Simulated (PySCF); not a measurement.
C₃H₄BF₃. Atoms are numbered in the order given.

```xyz
11

C     -1.2727    -1.5638     0.0000
C      0.1766    -1.2220     0.0000
F      0.9461    -2.3298     0.0000
C      0.7852    -0.0101     0.0000
B      0.0844     1.3581     0.0000
F      0.8008     2.4864     0.0000
F     -1.2493     1.5150     0.0000
H     -1.5101    -2.1828    -0.8904
H     -1.5101    -2.1828     0.8904
H     -1.9024    -0.6591     0.0000
H      1.8873    -0.0349     0.0000
```

Geometry optimised at PBE-D3(BJ)/def2-SVP. The structure was generated by enumeration; whether it is a known compound was not checked. Other conformers were not sampled.

All values below come from PBE/pcSseg-1 (PySCF).

GIAO shieldings, no solvent; atoms listed in one row are averaged. δ = σ(ref) − σ: ¹³C against TMS (σ = 182.0 ppm); ¹⁹F against CFCl3 (σ = 133.6 ppm); ¹¹B against BF3 (σ = 83.9 ppm); ¹H against TMS (σ = 31.49 ppm), references at their B3LYP-D3(BJ)/def2-TZVP geometries, non-relativistic.

Computed chemical shifts:
| nucleus | atoms | count | δ (ppm) |
|---|---|---|---|
| ¹³C | C2 | 1 | 196.3 |
| ¹³C | C4 | 1 | 97.9 |
| ¹³C | C1 | 1 | 23.8 |
| ¹⁹F | F3 | 1 | -31.7 |
| ¹⁹F | F6 | 1 | -90.9 |
| ¹⁹F | F7 | 1 | -110.2 |
| ¹¹B | B5 | 1 | 14.4 |
| ¹H | H11 | 1 | 5.31 |
| ¹H | H8, H9, H10 | 3 | 2.78 |
